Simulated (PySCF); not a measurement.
# Two-photon absorption: `CC(=O)c1sccc1C`, C$_{7}$H$_{8}$OS

Molfile (atoms numbered from 1):
```
C7H8OS
     RDKit          3D

 17 17  0  0  0  0  0  0  0  0999 V2000
    2.5170   -0.6916   -0.1282 C   0  0  0  0  0  0  0  0  0  0  0  0
    1.3284    0.1905   -0.4289 C   0  0  0  0  0  0  0  0  0  0  0  0
    1.4637    1.2818   -0.9464 O   0  0  0  0  0  0  0  0  0  0  0  0
   -0.0079   -0.3152   -0.0735 C   0  0  0  0  0  0  0  0  0  0  0  0
   -0.2286   -1.8681    0.6680 S   0  0  0  0  0  0  0  0  0  0  0  0
   -1.9214   -1.6634    0.7252 C   0  0  0  0  0  0  0  0  0  0  0  0
   -2.3103   -0.4567    0.1992 C   0  0  0  0  0  0  0  0  0  0  0  0
   -1.2227    0.3330   -0.2655 C   0  0  0  0  0  0  0  0  0  0  0  0
   -1.3836    1.6849   -0.8795 C   0  0  0  0  0  0  0  0  0  0  0  0
    2.4291   -1.6565   -0.6522 H   0  0  0  0  0  0  0  0  0  0  0  0
    2.5777   -0.9095    0.9498 H   0  0  0  0  0  0  0  0  0  0  0  0
    3.4311   -0.1796   -0.4515 H   0  0  0  0  0  0  0  0  0  0  0  0
   -2.5548   -2.4440    1.1451 H   0  0  0  0  0  0  0  0  0  0  0  0
   -3.3514   -0.1348    0.1432 H   0  0  0  0  0  0  0  0  0  0  0  0
   -0.9661    1.7091   -1.8965 H   0  0  0  0  0  0  0  0  0  0  0  0
   -0.8249    2.4446   -0.3138 H   0  0  0  0  0  0  0  0  0  0  0  0
   -2.4440    1.9700   -0.9174 H   0  0  0  0  0  0  0  0  0  0  0  0
  1  2  1  0
  2  3  2  0
  2  4  1  0
  4  5  1  0
  5  6  1  0
  6  7  2  0
  7  8  1  0
  8  9  1  0
  8  4  2  0
  1 10  1  0
  1 11  1  0
  1 12  1  0
  6 13  1  0
  7 14  1  0
  9 15  1  0
  9 16  1  0
  9 17  1  0
M  END
```

Method used: TDDFT CAM-B3LYP/aug-cc-pVDZ excited states, vertical, gas phase in PySCF. Geometry: PBE0-D3(BJ)/def2-SVP.

**Question.** How strongly do the lowest singlets absorb one photon, and two photons of half the energy?

**Answer.** δ for parallel linear polarisation; σ at the peak of a Lorentzian of half width 0.1 eV, single beam; Ω is circular over linear.
```csv
state,E (eV),f,photon λ (nm),δ (au),σ (GM),Ω,main
S1,4.01,0.000,618,<0.1,0.00,–,HOMO−2→LUMO 0.86
S2,4.85,0.225,511,97.3,0.84,0.66,HOMO→LUMO 0.96
S3,5.06,0.099,490,101,0.94,1.17,HOMO−1→LUMO 0.93
S4,6.18,0.012,401,38.4,0.54,1.50,HOMO→LUMO+1 0.83
S5,6.21,0.001,399,22.1,0.31,1.50,"HOMO→LUMO+3 0.34, HOMO→LUMO+10 0.22"
S6,6.41,0.000,387,18.9,0.28,1.50,"HOMO−1→LUMO+1 0.28, HOMO−1→LUMO+10 0.22"
```

Among these, the strongest one-photon state is S2, the strongest two-photon state S3, with a dipole change of 2.5 D (relaxed, norm of the difference vector).
